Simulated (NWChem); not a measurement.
System: ZrN₃H₅; SMILES [NH2][Zr]([NH2])=[NH]

NWChem input:

```
start job
memory heap 200 mb stack 900 mb global 1100 mb
geometry units angstroms noautoz
  Zr    -0.030075    -0.014599    -0.191745
  N     -1.756980    -0.096711    -0.750346
  H     -2.698239    -0.154515    -1.127187
  N      0.840713     1.803404    -0.640763
  H      0.368334     2.605332    -1.053670
  H      1.839477     2.009375    -0.660330
  N      0.991496    -1.770687    -0.563939
  H      2.004045    -1.891795    -0.579315
  H      0.588751    -2.627438    -0.938634
end
basis spherical
  Zr library def2-svp
  N library def2-svp
  H library def2-svp
end
ecp
  Zr library def2-ecp
end
dft
  xc r2scan
  grid xfine
  iterations 150
  mulliken
end
task dft gradient
```

Parts of the log:

```
             Northwest Computational Chemistry Package (NWChem) 7.3.0
             --------------------------------------------------------

 C1  symmetry detected

                             Geometry "geometry" -> ""
                             -------------------------

 Output coordinates in angstroms (scale by  1.889725989 to convert to a.u.)

  No.       Tag          Charge          X              Y              Z
 ---- ---------------- ---------- -------------- -------------- --------------
    1 Zr                  40.0000    -0.04246066    -0.00008050     0.20005582
    2 N                    7.0000    -1.79499649     0.00577218    -0.27907074
    3 H                    1.0000    -2.75411276    -0.00250616    -0.61275681
    4 N                    7.0000     0.88757444     1.78723377    -0.25333828
    5 H                    1.0000     0.43328162     2.61785902    -0.62804131
    6 H                    1.0000     1.89263555     1.94954665    -0.31533140
    7 N                    7.0000     0.88129601    -1.79085572    -0.25357228
    8 H                    1.0000     1.88563930    -1.95592579    -0.31842202
    9 H                    1.0000     0.42386493    -2.62080542    -0.62581205

 Effective nuclear repulsion energy (a.u.)     315.2716776223

                                 NWChem DFT Module
                                 -----------------

 Summary of "ao basis" -> "ao basis" (spherical)
 ------------------------------------------------------------------------------
       Tag                 Description            Shells   Functions and Types
 ---------------- ------------------------------  ------  ---------------------
 Zr                         def2-svp                11       31   5s3p2d1f
 N                          def2-svp                 6       14   3s2p1d
 H                          def2-svp                 3        5   2s1p

            General Information
            -------------------
          SCF calculation type: DFT
          Wavefunction type:  closed shell.
          No. of atoms     :     9
          No. of electrons :    38
           Alpha electrons :    19
            Beta electrons :    19
          Charge           :     0
          Spin multiplicity:     1
          Use of symmetry is: off; symmetry adaption is: off
          Maximum number of iterations: 150
          AO basis - number of functions:    98
                     number of shells:    44
          Convergence on energy requested:  1.00D-06
          Convergence on density requested:  1.00D-05
          Convergence on gradient requested:  5.00D-04

              XC Information
              --------------
                      r^2SCAN Method XC Functional
               r^2SCAN metaGGA Exchange Functional  1.000
                     r^2SCAN Correlation Potential  1.000

             Grid Information
             ----------------
          Grid used for XC integration:  xfine
          Radial quadrature: Mura-Knowles
          Angular quadrature: Lebedev.
          Tag              B.-S. Rad. Rad. Pts. Rad. Cut. Ang. Pts.
          ---              ---------- --------- --------- ---------
          Zr                  1.55      205          11.0      1454
          N                   0.65      100          12.0      1454
          H                   0.35      100          13.0      1202
          Grid pruning is: on
          Number of quadrature shells:  1005
          Spatial weights used:  Erf1

      Superposition of Atomic Density Guess
      -------------------------------------

 Sum of atomic energies:        -218.72842449

      Non-variational initial energy
      ------------------------------

 Total energy =    -212.605432
 1-e energy   =    -560.692554
 2-e energy   =     216.811524
 HOMO         =      -0.362723
 LUMO         =      -0.097231

     ---------------------------------------------
      Total Density - Mulliken Population Analysis
     ---------------------------------------------

    Atom       Charge   Shell Charges
 -----------   ------   -------------------------------------------------------
    1 Zr  12     9.87  -0.47  1.59  0.90  0.25  0.03  5.82  0.31  0.10  1.01  0.24  0.10
    2 N    7     8.33   1.99  1.11  0.56  2.81  1.84  0.01
    3 H    1     0.78   0.61  0.13  0.05
    4 N    7     8.02   1.99  1.05  0.51  2.66  1.81  0.00
    5 H    1     0.75   0.59  0.11  0.05
    6 H    1     0.74   0.59  0.11  0.04
    7 N    7     8.02   1.99  1.05  0.51  2.66  1.81  0.00
    8 H    1     0.74   0.59  0.11  0.04
    9 H    1     0.75   0.59  0.11  0.05

   convergence    iter        energy       DeltaE   RMS-Dens  Diis-err
 ---------------- ----- ----------------- --------- --------- ---------
 d= 0,ls=0.0,diis     1   -213.8795044973 -3.45D+02  4.24D-02  2.13D+00
 d= 0,ls=0.0,diis     2   -209.0141517294  4.87D+00  3.78D-02  3.10D+01
 d= 0,ls=0.0,diis     3   -214.1434276010 -5.13D+00  7.42D-03  3.03D-01
 d= 0,ls=0.0,diis     4   -214.1371920487  6.24D-03  3.79D-03  3.57D-01
 d= 0,ls=0.0,diis     5   -214.1790211244 -4.18D-02  1.35D-03  2.35D-02
  Resetting Diis
 d= 0,ls=0.0,diis     6   -214.1821779661 -3.16D-03  2.70D-04  2.24D-03
 d= 0,ls=0.0,diis     7   -214.1824257102 -2.48D-04  3.58D-04  2.21D-04
 d= 0,ls=0.0,diis     8   -214.1821628179  2.63D-04  2.83D-04  2.22D-03
 d= 0,ls=0.0,diis     9   -214.1824520857 -2.89D-04  3.60D-05  2.82D-05
 d= 0,ls=0.0,diis    10   -214.1824552390 -3.15D-06  4.93D-06  2.53D-07
 d= 0,ls=0.0,diis    11   -214.1824552711 -3.21D-08  1.30D-06  1.92D-08

         Total DFT energy =     -214.182455271090
      One electron energy =     -567.122108820235
           Coulomb energy =      250.128569523060
    Exchange-Corr. energy =      -28.464514180657
 Nuclear repulsion energy =      131.275598206742

 Numeric. integr. density =       37.999999997575

                       DFT Final Molecular Orbital Analysis
                       ------------------------------------

 Vector   17  Occ=2.000000D+00  E=-2.165233D-01
              MO Center=  4.5D-01,  6.8D-02, -1.7D-01, r^2= 4.1D+00
   Bfn.  Coefficient  Atom+Function         Bfn.  Coefficient  Atom+Function
  ----- ------------  ---------------      ----- ------------  ---------------
    56      0.320589  4 N  pz                80      0.304086  7 N  pz
    59     -0.267338  4 N  pz                18      0.261976  1 Zr d  1
    83     -0.253691  7 N  pz                37     -0.193425  2 N  pz
    55      0.133407  4 N  py                40      0.132498  2 N  pz
    79     -0.126216  7 N  py                58     -0.111351  4 N  py

 Vector   18  Occ=2.000000D+00  E=-1.960613D-01
              MO Center= -1.0D+00,  3.6D-03, -2.6D-01, r^2= 2.9D+00
   Bfn.  Coefficient  Atom+Function         Bfn.  Coefficient  Atom+Function
  ----- ------------  ---------------      ----- ------------  ---------------
    37      0.423843  2 N  pz                40     -0.330001  2 N  pz
    18     -0.228400  1 Zr d  1              17      0.170307  1 Zr d  0
     8      0.156362  1 Zr pz                35     -0.147826  2 N  px
    56      0.143317  4 N  pz                80      0.143270  7 N  pz
    59     -0.128532  4 N  pz                83     -0.128472  7 N  pz

 Vector   19  Occ=2.000000D+00  E=-1.835928D-01
              MO Center= -1.3D+00,  6.5D-03, -1.9D-01, r^2= 2.2D+00
   Bfn.  Coefficient  Atom+Function         Bfn.  Coefficient  Atom+Function
  ----- ------------  ---------------      ----- ------------  ---------------
    36      0.496242  2 N  py                39     -0.385938  2 N  py
    15      0.231478  1 Zr d -2               7      0.196512  1 Zr py
    53     -0.134069  4 N  s                 77      0.134151  7 N  s
    56      0.118746  4 N  pz                13     -0.117775  1 Zr py
    80     -0.118090  7 N  pz                20      0.114438  1 Zr d -2

 Vector   20  Occ=0.000000D+00  E=-7.464399D-02
              MO Center= -2.1D-02, -8.2D-04,  1.1D+00, r^2= 3.7D+00
   Bfn.  Coefficient  Atom+Function         Bfn.  Coefficient  Atom+Function
  ----- ------------  ---------------      ----- ------------  ---------------
    17      0.548745  1 Zr d  0               5      0.516348  1 Zr s
     4      0.275546  1 Zr s                 14      0.243177  1 Zr pz
     2     -0.236039  1 Zr s                 22      0.190053  1 Zr d  0
     3     -0.171414  1 Zr s                  8     -0.151000  1 Zr pz
    11      0.131926  1 Zr pz                 1     -0.115179  1 Zr s

 Vector   21  Occ=0.000000D+00  E=-5.416697D-03
              MO Center=  4.0D-02, -1.3D-03,  4.0D-01, r^2= 3.3D+00
   Bfn.  Coefficient  Atom+Function         Bfn.  Coefficient  Atom+Function
  ----- ------------  ---------------      ----- ------------  ---------------
    16      0.777238  1 Zr d -1              13      0.337005  1 Zr py
    21      0.246873  1 Zr d -1              59     -0.200473  4 N  pz
    83      0.200764  7 N  pz                56      0.176626  4 N  pz
    80     -0.176823  7 N  pz                 7     -0.144798  1 Zr py
    58     -0.123851  4 N  py                82     -0.123368  7 N  py

 Vector   22  Occ=0.000000D+00  E= 9.607451D-04
              MO Center=  9.9D-01, -4.2D-03,  6.3D-01, r^2= 6.1D+00
   Bfn.  Coefficient  Atom+Function         Bfn.  Coefficient  Atom+Function
  ----- ------------  ---------------      ----- ------------  ---------------
    12      0.679074  1 Zr px                 5      0.497660  1 Zr s
    34     -0.423574  2 N  s                 18     -0.313045  1 Zr d  1
    47      0.279157  3 H  s                  4     -0.270521  1 Zr s
     6     -0.253160  1 Zr px                24      0.243947  1 Zr d  2
    19      0.232091  1 Zr d  2              17     -0.229835  1 Zr d  0

     ---------------------------------------------
      Total Density - Mulliken Population Analysis
     ---------------------------------------------

    Atom       Charge   Shell Charges
 -----------   ------   -------------------------------------------------------
    1 Zr  12    11.24  -0.48  1.63  0.86  0.24 -0.00  5.85  0.34  0.20  1.98  0.51  0.09
    2 N    7     7.40   1.99  1.02  0.57  2.31  1.50  0.01
    3 H    1     0.89   0.72  0.12  0.05
    4 N    7     7.51   1.99  0.99  0.54  2.39  1.59  0.01
    5 H    1     0.85   0.70  0.10  0.05
    6 H    1     0.87   0.71  0.12  0.05
    7 N    7     7.51   1.99  0.99  0.54  2.39  1.59  0.01
    8 H    1     0.87   0.71  0.12  0.05
    9 H    1     0.85   0.70  0.10  0.05

     -------------------------------------------
      Total Density - Lowdin Population Analysis
     -------------------------------------------

    Atom       Charge   Shell Charges
 -----------   ------   -------------------------------------------------------
    1 Zr  12    11.77   0.00  0.92  0.95  0.29  0.08  5.32  0.95  0.27  1.85  0.95  0.19
    2 N    7     7.19   1.97  0.80  0.49  2.15  1.76  0.02
    3 H    1     0.94   0.59  0.22  0.13
    4 N    7     7.20   1.97  0.74  0.46  2.20  1.80  0.02
    5 H    1     0.92   0.59  0.20  0.13
    6 H    1     0.93   0.59  0.21  0.13
    7 N    7     7.20   1.97  0.74  0.46  2.20  1.80  0.02
    8 H    1     0.93   0.59  0.21  0.13
    9 H    1     0.92   0.59  0.20  0.13

     Multipole analysis of the density
     ---------------------------------

     L   x y z        total         alpha         beta         nuclear
     -   - - -        -----         -----         ----         -------
     0   0 0 0      0.000000    -19.000000    -19.000000     38.000000

     1   1 0 0      0.958801     -0.643946     -0.643946      2.246692
     1   0 1 0     -0.010975     -0.007617     -0.007617      0.004259
     1   0 0 1      0.674197      5.629808      5.629808    -10.585419

     2   2 0 0    -28.653970   -101.134658   -101.134658    173.615346
     2   1 1 0      0.044800     -0.005513     -0.005513      0.055825
     2   1 0 1      0.197850     -0.292584     -0.292584      0.783018
     2   0 2 0    -28.934778   -132.594636   -132.594636    236.254493
     2   0 1 1      0.004217     -0.004118     -0.004118      0.012454
     2   0 0 2    -29.192892    -20.465775    -20.465775     11.738658

            General Information
            -------------------
          SCF calculation type: DFT
          Wavefunction type:  closed shell.
          No. of atoms     :     9
          No. of electrons :    38
           Alpha electrons :    19
            Beta electrons :    19
          Charge           :     0
          Spin multiplicity:     1
          Use of symmetry is: off; symmetry adaption is: off
          Maximum number of iterations: 150
          AO basis - number of functions:    98
                     number of shells:    44
          Convergence on energy requested:  1.00D-06
          Convergence on density requested:  1.00D-05
          Convergence on gradient requested:  5.00D-04

              XC Information
              --------------
                      r^2SCAN Method XC Functional
               r^2SCAN metaGGA Exchange Functional  1.000
                     r^2SCAN Correlation Potential  1.000

             Grid Information
             ----------------
          Grid used for XC integration:  xfine
          Radial quadrature: Mura-Knowles
          Angular quadrature: Lebedev.
          Tag              B.-S. Rad. Rad. Pts. Rad. Cut. Ang. Pts.
          ---              ---------- --------- --------- ---------
          Zr                  1.55      205          11.0      1454
          N                   0.65      100          12.0      1454
          H                   0.35      100          13.0      1202
          Grid pruning is: on
          Number of quadrature shells:  1005
          Spatial weights used:  Erf1

          Convergence Information
          -----------------------
          Convergence aids based upon iterative change in
          total energy or number of iterations.
          Levelshifting, if invoked, occurs when the
          HOMO/LUMO gap drops below (HL_TOL):  1.00D-02
          DIIS, if invoked, will attempt to extrapolate
          using up to (NFOCK): 10 stored Fock matrices.

                    Damping( 0%)  Levelshifting(0.5)       DIIS
                  --------------- ------------------- ---------------
          dE  on:    start            ASAP                start
          dE off:    2 iters        150 iters           150 iters

                            NWChem DFT Gradient Module
                            --------------------------

  charge          =   0.00
  wavefunction    = closed shell

                         DFT ENERGY GRADIENTS

    atom               coordinates                        gradient
                 x          y          z           x          y          z
   1 Zr     -0.080239  -0.000152   0.378051   -0.006525  -0.000066  -0.005290
   2 N      -3.392052   0.010908  -0.527367    0.006684   0.000139   0.002311
   3 H      -5.204518  -0.004736  -1.157942    0.001816  -0.000107   0.000655
   4 N       1.677272   3.377382  -0.478740    0.000314  -0.000039   0.000057
   5 H       0.818784   4.947036  -1.186826    0.000179  -0.001550   0.000786
   6 H       3.576563   3.684109  -0.595890   -0.001469  -0.000699   0.000320
   7 N       1.665408  -3.384227  -0.479182    0.000333  -0.000018   0.000011
   8 H       3.563342  -3.696164  -0.601730   -0.001542   0.000735   0.000340
   9 H       0.800989  -4.952604  -1.182613    0.000210   0.001604   0.000811
```

Level: r2SCAN/def2-SVP with def2 effective core potentials on Zr. All runs use the structure optimised with PBE0/def2-SVP. No frequency run checked for a minimum. def2 effective core potentials on Zr; no spin-orbit coupling.
